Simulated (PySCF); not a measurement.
# UHF on As(2+) (arsenic, charge +2)

Configuration: [Ar] 3d10 4s2 4p1, 2P determinant. Calculation: PySCF 2.14, in aug-cc-pVQZ-PP with one added diffuse shell each of s, p, d, f, g type with ECP10MDF (8s7p6d4f3g, 114 functions); scalar relativity through the core potential.

```
Total energy                                                  : -330.204652 hartree
One-electron energy                                           : -569.4148 hartree
Hartree (Coulomb) energy                                      : 264.3660 hartree
Exchange energy                                               : -25.1559 hartree
⟨S²⟩                                                          : 0.7588
⟨L²⟩                                                          : 2.027
Sum of ⟨r⟩                                                    : 17.44 bohr
Sum of ⟨r²⟩                                                   : 22.08 bohr²
Traceless quadrupole moment −½Σ⟨3z² − r²⟩ along its main axis : -2.20 e·bohr²
```

| shell | electrons | mean orbital energy (hartree) | spread (hartree) | rms radius, mean of both spins (bohr) |
| --- | --- | --- | --- | --- |
| 3s α | 1 | -8.88781 | 0 | 0.641 |
| 3s β | 1 | -8.88030 | 0 | 0.641 |
| 3p α | 3 | -6.79900 | 0.00023 | 0.668 |
| 3p β | 3 | -6.79027 | 0.02495 | 0.668 |
| 3d α | 5 | -2.87010 | 0.01247 | 0.740 |
| 3d β | 5 | -2.86468 | 0.02406 | 0.740 |
| 4s α | 1 | -1.43195 | 0 | 1.97 |
| 4s β | 1 | -1.33047 | 0 | 1.97 |
| 4p α | 1 | -1.02233 | 0 | 2.31 |

Energies and moments cover only the electrons outside the core potential.
